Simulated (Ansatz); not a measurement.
## Energy profile

The step: Si₄H₁₀O ([OH][Si]([SiH3])([SiH3])[SiH3]) + BCl₃ ([Cl][B]([Cl])[Cl]) → BSi₄H₉Cl₂O ([SiH3][Si]([SiH3])([SiH3])[O][B]([Cl])[Cl]) + HCl; bonds formed: Cl2–H5; dative contacts that become bonds: B1–O6; bonds broken: B1–Cl2, H5–O6 (atoms numbered as in the saddle structure below).

```
19
angstrom
B 0.5951 -1.4548 1.9128
Cl 0.3006 -0.3890 3.8294
Cl 2.2141 -2.1664 1.9041
Cl -0.7847 -2.5500 1.6775
H 0.2903 0.2715 2.4786
O 0.4716 -0.1432 1.3062
Si -0.0293 0.2644 -0.2854
Si 0.4328 2.5475 -0.5054
Si 1.2425 -1.0033 -1.7916
Si -2.3269 -0.1367 -0.5542
H 1.8860 2.8088 -0.3379
H -0.3280 3.3281 0.5066
H 0.0049 2.9600 -1.8680
H 0.7894 -0.6061 -3.1538
H 0.9964 -2.4539 -1.5920
H 2.6908 -0.7041 -1.6470
H -2.7992 0.7728 -1.6355
H -2.6044 -1.5396 -0.9502
H -3.0417 0.1937 0.7060
```

Electronic energies by CCSD(T) at an estimated basis limit (MP2 extrapolated from triple and quadruple zeta, plus CCSD(T) − MP2 in triple zeta), on PBE0-D4/def2-TZVP structures; BSi$_{4}$H$_{10}$Cl$_{3}$O, singlet; no counterpoise correction. Program: Ansatz 0.2.0. Basis: def2-TZVPP and def2-QZVPP. Cores are frozen in the correlated methods. Extrapolation: Hartree–Fock as exp(−7.88 √X), correlation as X^−2.97.

Problem. Give the profile in eV, counted from the separated reactants. (An estimate is asked for; the value comes from the calculation.)

Solution. By the calculation:
```json
{"point": "separated: BCl$_{3}$ (linked as [Cl][B]([Cl])[Cl]; B1, Cl2, Cl3, Cl4; singlet) + Si$_{4}$H$_{10}$O (linked as [OH][Si]([SiH3])([SiH3])[SiH3]; H5, O6, Si7, Si8, Si9, Si10, H11, H12, H13, H14, H15, H16, H17, H18, H19; singlet)", "eV": "0.000"}
{"point": "start structure", "eV": "-0.603"}
{"point": "saddle", "eV": "0.328"}
{"point": "end structure", "eV": "-0.863"}
{"point": "separated: BSi$_{4}$H$_{9}$Cl$_{2}$O (linked as [SiH3][Si]([SiH3])([SiH3])[O][B]([Cl])[Cl]; B1, Cl3, Cl4, O6, Si7, Si8, Si9, Si10, H11, H12, H13, H14, H15, H16, H17, H18, H19; singlet) + HCl (Cl2, H5; singlet)", "eV": "-0.690"}
```

T1 diagnostic: at most 0.014.

The step is the kind of ligand exchange by which a precursor binds to a hydroxyl group, or is hydrolysed, in atomic layer deposition of oxides. Here a small cluster stands in for the surface site.

For scale, one of the runs: CCSD(T)/def2-TZVPP, 496 basis functions, launched by `ansatz run in.yaml --threads 4 --pin off --events-out ev --progress --plain --max-ram 63488MiB --backend cuda --devices 0, --max-vram 37GiB`. Time: 30 s of wall clock on 4 CPU threads of an AMD EPYC 7R13 and a share of one NVIDIA H100; the host was shared. Peak host memory: 1.4 GiB.
